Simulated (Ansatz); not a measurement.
Relaxation of CH3BClO (7 atoms, charge 1, multiplicity 1), to a largest force component of 0.015 eV/Å in at most 40 steps.

Theory: RKS BHLYP/6-31G in Ansatz.

```xyz
7
Properties=species:S:1:pos:R:3
O -0.719 1.378 -0.046
C -0.083 0.434 0.474
B 0.591 -0.819 -0.187
Cl -0.629 -1.958 -0.261
H -0.679 1.487 -1.023
H -0.180 0.427 1.570
H 1.700 -0.948 -0.527
```

Task: Where does it end, and by what steps?

Result: The run converged. Limits of this set-up: no polarisation functions. After 9 steps the energy has fallen by 0.291 eV; Cl4 moved furthest, 0.32 Å.

```tsv
step	energy less start (eV)	largest force component (eV/Å)	accepted
0	0.0000	2.460	yes
1	-0.2101	0.965	yes
2	-0.2238	1.391	yes
3	-0.2770	0.585	yes
4	-0.2866	0.197	yes
5	-0.2898	0.149	yes
6	-0.2909	0.055	yes
7	-0.2913	0.036	yes
8	-0.2913	0.038	yes
9	-0.2914	0.014	yes
```

```xyz
7
Properties=species:S:1:pos:R:3
O -0.628 1.445 -0.059
C -0.096 0.445 0.517
B 0.483 -0.862 -0.156
Cl -0.589 -2.203 -0.457
H -0.754 1.486 -1.028
H -0.045 0.579 1.593
H 1.629 -0.891 -0.410
```

Whether the end is a true minimum wasn't checked by a vibrational analysis.

Time of the run: 28 s on 1 thread of Intel(R) Xeon(R) Processor @ 2.70GHz, on a shared host, peak memory 0.15 GiB.
